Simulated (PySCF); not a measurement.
Isomers of C4H7F3N2Si, one GFN2-xTB conformer each. Single-point energies are computed at PBE0/pcSseg-1 (PySCF, gas phase, no added dispersion term), electronic only.

```json
{"SMILES": "N#C[SiH2]CNCC(F)(F)F", "GFN2-xTB relative energy (kcal/mol)": "23.5"}
{"SMILES": "FC(F)(F)CN[Si@H]1CC=N1", "GFN2-xTB relative energy (kcal/mol)": "0.0"}
{"SMILES": "C#CCN[Si@H](N)C(F)(F)F", "GFN2-xTB relative energy (kcal/mol)": "8.6"}
```

Conformers: `[N:1]#[C:2][SiH2:3][CH2:4][NH:5][CH2:6][C:7]([F:8])([F:9])[F:10]` with C2–Si3–C4–N5 178°, Si3–C4–N5–C6 -168°, C4–N5–C6–C7 -67°; `[F:1][C:2]([F:3])([F:4])[CH2:5][NH:6][Si@H:7]1[CH2:8][CH:9]=[N:10]1` with C2–C5–N6–Si7 -78°, C5–N6–Si7–C8 96°; `[CH:1]#[C:2][CH2:3][NH:4][Si@H:5]([NH2:6])[C:7]([F:8])([F:9])[F:10]` with C2–C3–N4–Si5 14°, C3–N4–Si5–N6 -72°, N4–Si5–N6–H 61° and -154°.

**Question.** What does PBE0/pcSseg-1 give for the same structures?

**Answer.** 
| SMILES | PBE0/pcSseg-1 E (Eh) | PBE0/pcSseg-1 (kcal/mol) | GFN2-xTB (kcal/mol) | point group |
| --- | --- | --- | --- | --- |
| FC(F)(F)CN[Si@H]1CC=N1 | -854.40093 | 0.0 | 0.0 | C1 |
| N#C[SiH2]CNCC(F)(F)F | -854.38245 | 11.6 | 23.5 | C1 |
| C#CCN[Si@H](N)C(F)(F)F | -854.36287 | 23.9 | 8.6 | C1 |

Both levels put the same isomer lowest; measured from each level's own lowest isomer, the values differ by up to 15.3 kcal/mol (C#CCN[Si@H](N)C(F)(F)F: 8.6 against 23.9). As drawn, the lowest has a four-membered ring and a C=N bond, which the highest lacks; the highest has a C≡C bond, which the lowest lacks.

**Question.** Which frontier levels, dipoles and rotational constants go with these structures?

**Answer.** 
```
                SMILES  HOMO (eV, PBE0/pcSseg-1)  LUMO (eV)  dipole (D)       A, B, C (MHz)
FC(F)(F)CN[Si@H]1CC=N1                     -6.81      -0.43        0.95  2693, 620.1, 581.5
  N#C[SiH2]CNCC(F)(F)F                     -7.46      -0.53        3.89  2706, 418.8, 394.1
C#CCN[Si@H](N)C(F)(F)F                     -7.20      -0.01        3.62  2308, 647.0, 577.6
```
